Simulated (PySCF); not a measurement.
Below is a simulated gas-phase C 1s photoelectron spectrum of `C1C[SiH2]C1`.

Every computed line was given a Gaussian of 0.4 eV full width at half maximum and an area set by the number of equivalent atoms; the highest printed point is 100. Level of theory: delta-SCF UKS SCAN, pcX-2 on the ionised atom, pcseg-1 elsewhere, spin-free X2C in PySCF.

binding energy (eV), intensity and a bar:
```
    289.4          1 
    289.5          5 #
    289.6         18 #####
    289.7         45 #############
    289.8         80 ########################
    289.9        100 ##############################
    290.0         89 ###########################
    290.1         56 #################
    290.2         26 ########
    290.3         14 ####
    290.4         20 ######
    290.5         36 ###########
    290.6         49 ###############
    290.7         47 ##############
    290.8         32 ##########
    290.9         16 #####
    291.0          5 ##
    291.1          1 
    291.2          0
```

**Question.** How many maxima does the curve show, and how many computed lines lie under it?

**Answer.** The curve has 2 maxima (at 289.9 and 290.6 eV). Under it lie 2 lines from 2 inequivalent carbon sites.

**Question.** Decompose the envelope and assign each component. Numbering: `[CH2:1]1[CH2:2][SiH2:3][CH2:4]1`.

**Answer.** 
| position (eV) | relative area | line | atoms | environment |
| --- | --- | --- | --- | --- |
| 289.92 | 2 | C 1s | C2/C4 | sp3 carbon bound to silicon |
| 290.64 | 1 | C 1s | C1 | four-membered-ring carbon |

The listed C 1s values span 0.72 eV, from C2/C4 (bonded to C, 2 H and Si) to C1 (bonded to 2 C and 2 H).

Shake-up satellites, vibrational structure and lifetime widths aren't simulated. The first atom of each set that the bonding makes equivalent was ionised and stands for the set. Isolated species at its PBE0-D3(BJ)/def2-SVP geometry, gas phase.

The run took 22 s of wall time on Arm Neoverse V1, one thread, shared host, and the process peaked at 0.43 GiB of memory.
